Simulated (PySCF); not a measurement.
Record of a relaxation.

Species: GeF4.
Atom-mapped SMILES: `[F:1][Ge:2]([F:3])([F:4])[F:5]`

Computed by this run: PySCF, PBE0-D3(BJ)/def2-SVP geometry optimisation, gas phase; density fitting, grid level 1; the optimiser is geomeTRIC in internal coordinates, started from a GFN2-xTB structure with every atom displaced at random (about 0.01 Å). The frame can shift and turn from step to step; on so coarse a grid that alone can change the energy by a few meV, and forces under 0.02 eV/Å are noise.

Step 0: E = -67356.2051 eV, largest atomic force 1.837 eV/Å
```
atom  x, y, z in Å  |  force x, y, z in eV/Å
F1      1.334    0.823    0.599    0.417   0.281   0.199
Ge2    -0.004   -0.004   -0.006    1.040  -0.181   0.306
F3      0.496   -1.053   -1.208    0.322  -0.664  -0.757
F4     -1.078    1.075   -0.648   -1.215   1.203  -0.671
F5     -0.714   -0.876    1.225   -0.565  -0.639   0.924
```

Step 1: E = -67356.1450 eV, largest atomic force 1.935 eV/Å
```
atom  x, y, z in Å  |  force x, y, z in eV/Å
F1      1.531    0.637    0.733   -0.656  -0.404  -0.302
Ge2     0.164   -0.198    0.103   -0.804   0.141  -0.290
F3      0.677   -1.285   -1.151   -0.390   0.803   0.917
F4     -0.973    0.972   -0.565    1.231  -1.292   0.748
F5     -0.606   -1.104    1.379    0.618   0.752  -1.073
```

Step 2: E = -67356.2745 eV, largest atomic force 0.579 eV/Å
```
atom  x, y, z in Å  |  force x, y, z in eV/Å
F1      1.512    0.624    0.726   -0.024  -0.024  -0.013
Ge2     0.162   -0.198    0.102   -0.415   0.134  -0.145
F3      0.661   -1.260   -1.133   -0.057   0.134   0.143
F4     -0.947    0.942   -0.542    0.372  -0.384   0.224
F5     -0.595   -1.087    1.346    0.123   0.140  -0.209
```

Step 3: E = -67356.2814 eV, largest atomic force 0.065 eV/Å
```
atom  x, y, z in Å  |  force x, y, z in eV/Å
F1      1.509    0.621    0.726    0.035   0.010   0.017
Ge2     0.159   -0.197    0.101   -0.006   0.026  -0.002
F3      0.656   -1.249   -1.133    0.024  -0.032  -0.047
F4     -0.939    0.933   -0.530   -0.031   0.037  -0.013
F5     -0.593   -1.086    1.335   -0.023  -0.041   0.045
```

Step 4: E = -67356.2816 eV, largest atomic force under 0.02 eV/Å
```
atom  x, y, z in Å  |  force x, y, z in eV/Å
F1      1.510    0.619    0.729    0.006  -0.004   0.005
Ge2     0.159   -0.196    0.101   -0.010   0.009  -0.003
F3      0.657   -1.247   -1.137    0.004   0.001  -0.009
F4     -0.940    0.936   -0.528    0.001   0.003   0.006
F5     -0.593   -1.091    1.334   -0.001  -0.009   0.001
```

Question: Summarise the path.

Answer: The energy falls by 1.76 kcal/mol from step 0 to step 4; nine tenths of that is first reached at step 2. It rises by more than 0.2 meV at step 1. The largest force goes from 1.837 to under 0.02 eV/Å. Among the bonds Ge2–F4 changes most, from 1.652 to 1.698 Å; the atoms move by 0.028 Å rms after alignment.

Question: Follow the three bonds and two angles with the largest change from start to end.

Answer: 
```json
{"step": "0", "E above end (kcal/mol)": "1.76", "largest force (eV/Å)": "1.837", "Ge2–F4 (Å)": "1.652", "Ge2–F5 (Å)": "1.667", "Ge2–F3 (Å)": "1.672", "F4–Ge2–F5 (°)": "110.6", "F3–Ge2–F4 (°)": "108.9"}
{"step": "1", "E above end (kcal/mol)": "3.15", "largest force (eV/Å)": "1.935", "Ge2–F4 (Å)": "1.763", "Ge2–F5 (Å)": "1.743", "Ge2–F3 (Å)": "1.737", "F4–Ge2–F5 (°)": "109.7", "F3–Ge2–F4 (°)": "109.4"}
{"step": "2", "E above end (kcal/mol)": "0.16", "largest force (eV/Å)": "0.579", "Ge2–F4 (Å)": "1.716", "Ge2–F5 (Å)": "1.706", "Ge2–F3 (Å)": "1.704", "F4–Ge2–F5 (°)": "109.5", "F3–Ge2–F4 (°)": "109.3"}
{"step": "3", "E above end (kcal/mol)": "0.00", "largest force (eV/Å)": "0.065", "Ge2–F4 (Å)": "1.697", "Ge2–F5 (Å)": "1.697", "Ge2–F3 (Å)": "1.696", "F4–Ge2–F5 (°)": "109.4", "F3–Ge2–F4 (°)": "109.4"}
{"step": "4", "E above end (kcal/mol)": "0.00", "largest force (eV/Å)": "under 0.02", "Ge2–F4 (Å)": "1.698", "Ge2–F5 (Å)": "1.698", "Ge2–F3 (Å)": "1.698", "F4–Ge2–F5 (°)": "109.5", "F3–Ge2–F4 (°)": "109.4"}
```

The cost below is that of the whole optimisation. Time: 14 s wall; peak memory 0.37 GiB. Hardware: one thread of an AMD EPYC 7R43, shared host with 256 logical CPUs at a one-minute load of 75.
